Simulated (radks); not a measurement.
Values are calculated unless marked as measured or tabulated.
Question: Species: Re I. Configuration: [Xe] 4f13 5d5 6s1 6p2 (not the ground configuration). Level of theory: scalar-relativistic Kohn-Sham, r2SCAN, spin-polarised, spherical densities, finite nucleus; open shells are filled with parallel spins first (spin-orbit coupling, left out, can overturn this in heavy ions); meta-GGA in the generalised Kohn-Sham scheme; Fermi nuclear charge, rms radius 5.3698 fm (a radial shooting solver on a logarithmic mesh with Libxc functionals). Some entries of the table are withheld. Estimate them.

orbital  occ.  eigenvalue (eV)  <r> (bohr)  <1/r> (bohr^-1)
1s up       1        -71746.36     0.01804            88.72
1s down     1        -71746.34     0.01804            88.72
2s up       1        -12480.05     0.07621            20.78
2s down     1        -12479.58     0.07621            20.78
2p up       3        -10891.42     0.06835            18.75
2p down     3        -10891.03     0.06835            18.75
3s up       1        -2914.025      0.1972            7.706
3s down     1        -2913.103      0.1972            7.707
3p up       3        -2443.434      0.1978            7.093
3p down     3        -2442.463      0.1977            7.094
3d up       5        -1908.639      0.1793            6.687
3d down     5        -1907.694      0.1793            6.688
4s up       1        -627.6255      0.4397            3.278
4s down     1        -625.6906      0.4399            3.275
4p up       3        -472.1402      0.4670            2.980
4p down     3        -470.2935      0.4671            2.978
4d up       5        -276.1112      0.4973            2.660
4d down     5        -274.2094      0.4974            2.659
5s up       1         -98.0894       1.026            1.306
5s down     1         -94.5369       1.018            1.318
4f up       7         -58.7091         (1)            2.200
5p up       3         -58.2813       1.185            1.111
4f down     6         -56.5348         (2)            2.206
5p down     3         -53.9682       1.168            1.129
5d up       5         -12.7550       1.704           0.7666
6s up       1         -10.2963       2.760           0.4634
5d down     0          -6.8836       1.688           0.7845
6p up       2          -3.7312       3.724           0.3399

Answer: 
(1) 4f up <r> (bohr): 0.5662
(2) 4f down <r> (bohr): 0.5632
